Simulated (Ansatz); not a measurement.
Molecule: CH$_{7}$P$_{2}$Si, charge 0, multiplicity 2. SMILES: C[Si](P)P
Structure (B3LYP-D3(BJ)/def2-TZVP (Ansatz, an electronic-structure program) minimum search):
```
Si
C 1 1.8856
H 2 1.0908 1 110.81
H 2 1.0914 3 108.67 1 122.05
H 2 1.0941 3 108.03 4 117.29
P 1 2.2687 2 109.00 3 175.58
H 6 1.4178 1 94.33 2 172.13
H 6 1.4238 7 93.65 1 95.65
P 1 2.2733 2 114.62 3 -57.68
H 9 1.4208 1 94.46 2 48.36
H 9 1.4240 10 93.36 1 94.63
```
Charge 0, spin multiplicity 2.

Wanted: atomisation energy, in kcal/mol. Set-up: no dispersion term unless named; atomisation electronic, to ground-state atoms; UHF or UKS for open shells; valence correlation only; non-relativistic; no spin-orbit coupling. Basis-set limits of correlation are two-point, X^-3; Hartree-Fock from the larger set. Ab initio and DFT rows: single points at B3LYP-D3(BJ) geometries (Ansatz).

```json
[
 {"species": "C[Si](P)P", "coefficient": "-1", "E at HF/STO-3G (Ansatz), Eh": "-1000.89114", "E at PBE/def2-TZVPD (Ansatz), Eh": "-1014.00627"},
 {"species": "C atom", "coefficient": "+1", "E at HF/STO-3G (Ansatz), Eh": "-37.19839", "E at PBE/def2-TZVPD (Ansatz), Eh": "-37.79605"},
 {"species": "H atom", "coefficient": "+7", "E at HF/STO-3G (Ansatz), Eh": "-0.46658", "E at PBE/def2-TZVPD (Ansatz), Eh": "-0.49962"},
 {"species": "P atom", "coefficient": "+2", "E at HF/STO-3G (Ansatz), Eh": "-336.86877", "E at PBE/def2-TZVPD (Ansatz), Eh": "-341.10318"},
 {"species": "Si atom", "coefficient": "+1", "E at HF/STO-3G (Ansatz), Eh": "-285.46622", "E at PBE/def2-TZVPD (Ansatz), Eh": "-289.22297"}
]
```

Coupled cluster (Ansatz) is a level with limits of its own, used here on species with T1 under 0.025 (0.045 for open shells) and stable references: CCSD(T)/CBS(cc-pV(T+d)Z,cc-pV(Q+d)Z). Value to compare with, CCSD(T)/CBS(cc-pV(T+d)Z,cc-pV(Q+d)Z) (Ansatz): 801.4 kcal/mol. 1 Eh = 627.5095 kcal/mol.

### Question
Work the quantity out at each level, and compare with CCSD(T)/CBS(cc-pV(T+d)Z,cc-pV(Q+d)Z) (Ansatz).

### Answer

- HF/STO-3G: the sum of coefficient times E is 1.22293 Eh, or 767.40 kcal/mol. Result: 767.4 kcal/mol. Its difference against CCSD(T)/CBS(cc-pV(T+d)Z,cc-pV(Q+d)Z) (Ansatz) is -34.0 kcal/mol.
- PBE/def2-TZVPD: the sum of coefficient times E is 1.28355 Eh, or 805.44 kcal/mol. Result: 805.4 kcal/mol. Its difference against CCSD(T)/CBS(cc-pV(T+d)Z,cc-pV(Q+d)Z) (Ansatz) is 4.0 kcal/mol.
